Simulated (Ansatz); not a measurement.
Be₁₂⁺, relaxed as a doublet with UKS PBE0/def2-SVP in Ansatz, starting from the GFN2-xTB geometry. Force threshold 0.02 eV/Å.

The relaxation made no stability test and no search for a lower SCF solution. The structure comes from a short search, and lower isomers may exist.

Start:

Cartesian coordinates in Å:
```
Be -1.091 -1.505 -1.673
Be -0.005 -2.157 -0.183
Be 2.056 0.434 -0.062
Be 0.436 -0.342 -1.087
Be -1.463 0.330 -0.897
Be -0.015 1.384 0.127
Be -0.948 -1.775 1.488
Be 1.143 3.118 0.220
Be 2.888 2.232 0.036
Be 0.537 -0.524 0.967
Be -1.370 0.160 1.078
Be -2.168 -1.357 -0.015
```

```csv
step,energy (eV),largest force component (eV/Å),SCF passes
1,-4789.0656,1.586,89
2,-4789.8664,0.616,51
3,-4790.1459,0.451,48
4,-4790.2855,0.379,53
5,-4790.3439,0.160,39
6,-4790.3992,0.171,44
7,-4790.5146,0.295,44
8,-4790.5274,0.400,53
9,-4790.5857,0.062,47
10,-4790.6031,0.095,74
11,-4790.6397,0.179,43
13,-4790.8472,0.270,43
15,-4790.8755,0.186,44
17,-4790.8955,0.044,37
19,-4790.9271,0.497,39
21,-4791.0753,0.403,48
23,-4791.2114,0.240,67
25,-4791.5571,0.357,56
27,-4792.1555,0.411,59
29,-4792.4673,0.228,64
31,-4792.6507,0.256,73
33,-4792.6767,0.035,60
34,-4792.6773,0.010,49
```

Force components are those of the run's own axes.

End:

Cartesian coordinates in Å:
```
Be -0.572 -1.336 -1.428
Be 1.022 -0.953 -0.084
Be 1.672 0.953 1.096
Be 0.749 0.211 -1.884
Be -0.976 0.671 -0.743
Be -0.410 1.450 1.139
Be -0.875 -1.935 0.655
Be 0.871 1.962 -0.574
Be 2.481 0.784 -0.845
Be 0.250 -0.445 1.816
Be -1.799 -0.145 1.280
Be -2.414 -1.218 -0.428
```

Bonds lost: Be3–Be4, Be4–Be6, Be4–Be10 (atoms count from 1). Bonds formed: Be1–Be7, Be3–Be8, Be4–Be8, Be4–Be9, Be5–Be8 (atoms count from 1). The end is the same structure that another start reached.

No frequencies were taken in this run, so the end may be a saddle point.

It took 2.1 min on 4 threads of Arm Neoverse V2 on a shared host.
